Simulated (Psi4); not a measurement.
Psi4 input (wB97X-D/6-31G*):

```
memory 1500 MB

molecule {
1 1
N    -1.02406400   -0.83840800   -0.60892500
B    -0.16217800    0.01414300    0.04982300
N     1.36489400   -0.04061500   -0.34125100
O    -0.34522000    0.93521500    1.00708300
H    -0.75640500   -1.49667600   -1.32321400
H    -2.01398600   -0.86340300   -0.41563000
H     1.52783700    0.18837900   -1.32450300
H     1.87757000    0.64096500    0.22426100
H     1.78184500   -0.95891800   -0.17200700
H    -1.23002400    1.09037400    1.35655000
symmetry c1
no_reorient
no_com
}

set {
  basis 6-31G*
  reference rks
  scf_type pk
  dft_radial_points 99
  dft_spherical_points 590
  e_convergence 1e-8
  d_convergence 1e-7
  maxiter 150
}

e = energy('wb97x-d')
print_out(f'\nFINAL {e:.10f} DIPOLE {variable("CURRENT DIPOLE")[0]:.6f} {variable("CURRENT DIPOLE")[1]:.6f} {variable("CURRENT DIPOLE")[2]:.6f}\n')
```

From the output:

```
       1A    -19.475359     2A    -14.752456     3A    -14.636754
       4A     -7.110791     5A     -1.321549     6A     -1.269946
       7A     -1.156290     8A     -0.883525     9A     -0.854878
      10A     -0.852522    11A     -0.793944    12A     -0.781814
      13A     -0.726419    14A     -0.645843    15A     -0.642901
      16A     -0.549622

    Virtual:

      17A     -0.067700    18A     -0.054910    19A      0.004220
      20A      0.007460    21A      0.017955    22A      0.028254
      23A      0.051420    24A      0.122414    25A      0.158663
      26A      0.232556    27A      0.337671    28A      0.355420
      29A      0.461435    30A      0.487512    31A      0.567391
      32A      0.569079    33A      0.621355    34A      0.659880
      35A      0.710469    36A      0.721781    37A      0.737552
      38A      0.765361    39A      0.771945    40A      0.798887
      41A      0.840994    42A      0.901348    43A      0.903738
      44A      1.036242    45A      1.051476    46A      1.077695
      47A      1.112097    48A      1.222615    49A      1.289884
      50A      1.395595    51A      1.458319    52A      1.482034
      53A      1.537269    54A      1.616003    55A      1.696385
      56A      1.744794    57A      1.885650    58A      2.005508
      59A      2.045721    60A      2.128323    61A      2.175064
      62A      2.224898    63A      2.313715    64A      2.340188
      65A      2.452145    66A      2.609803    67A      2.676191
      68A      2.820971    69A      3.443723    70A      3.672361
      71A      3.753745    72A      3.933910

    Final Occupation by Irrep:
              A
    DOCC [    16 ]
    NA   [    16 ]
    NB   [    16 ]

  @RKS Final Energy:  -213.00651780105693

   => Energetics <=

    Nuclear Repulsion Energy =            124.3854275026771887
    One-Electron Energy =                -528.4964301099598742
    Two-Electron Energy =                 210.8145688641145057
    DFT Exchange-Correlation Energy =     -19.7073024727736446
    Empirical Dispersion Energy =          -0.0027815851151156
    VV10 Nonlocal Energy =                  0.0000000000000000
    Total Energy =                       -213.0065178010569298

Computation Completed

Properties will be evaluated at   0.000000,   0.000000,   0.000000 [a0]

Properties computed using the SCF density matrix

 Multipole Moments:

 ------------------------------------------------------------------------------------
     Multipole            Electronic (a.u.)      Nuclear  (a.u.)        Total (a.u.)
 ------------------------------------------------------------------------------------

 L = 1.  Multiply by 2.5417464519 to convert [e a0] to [Debye]
 Dipole X            :          0.8591826           -0.0000057            0.8591770
 Dipole Y            :         -0.5263351           -0.0000094           -0.5263445
 Dipole Z            :         -0.7133386            0.0000076           -0.7133311
 Magnitude           :                                                    1.2345302

 ------------------------------------------------------------------------------------

FINAL -213.0065178011 DIPOLE 0.859177 -0.526345 -0.713331

*** Psi4 exiting successfully. Buy a developer a beer!
```

The dipole moment of an ion depends on the origin.

The geometry given is a B3LYP-D3(BJ)/def2-TZVP minimum.
